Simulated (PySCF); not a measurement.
C5H5, SMILES C1=CC=C[CH]1 (connectivity only; charge and spin as stated), charge +1, multiplicity 1. Atoms are numbered in the order given.

```xyz
10

C      0.0000     0.0000     1.1636
C      0.0000    -1.2023     0.3509
C      0.0000    -0.7863    -0.9360
C      0.0000     0.7863    -0.9360
C      0.0000     1.2023     0.3509
H      0.0000     0.0000     2.2611
H      0.0000    -2.2223     0.7319
H      0.0000    -1.3960    -1.8425
H      0.0000     1.3960    -1.8425
H      0.0000     2.2223     0.7319
```
Charge +1, spin multiplicity 1.

Geometry optimised at B3LYP-D3(BJ)/def2-SVP. The multiplicity is an assumed one; no other spin state was optimised. The isomer is the one that the SMILES or the coordinates give; other isomers of the formula were not compared.

Calculation: PBE/pcSseg-1 (PySCF).

GIAO shieldings, no solvent; atoms listed in one row are averaged. δ = σ(ref) − σ: ¹³C against TMS (σ = 182.0 ppm); ¹H against TMS (σ = 31.49 ppm), references at their B3LYP-D3(BJ)/def2-TZVP geometries, non-relativistic.

**Question.** Estimate the chemical shifts. (The exact figures need the calculation; the answer reports its results.)

**Answer.** 
```tsv
nucleus	atoms	count	δ (ppm)
¹³C	C1	1	297.1
¹³C	C4, C3	2	209.9
¹³C	C2, C5	2	155.4
¹H	H6	1	5.93
¹H	H9, H8	2	3.55
¹H	H7, H10	2	1.99
```
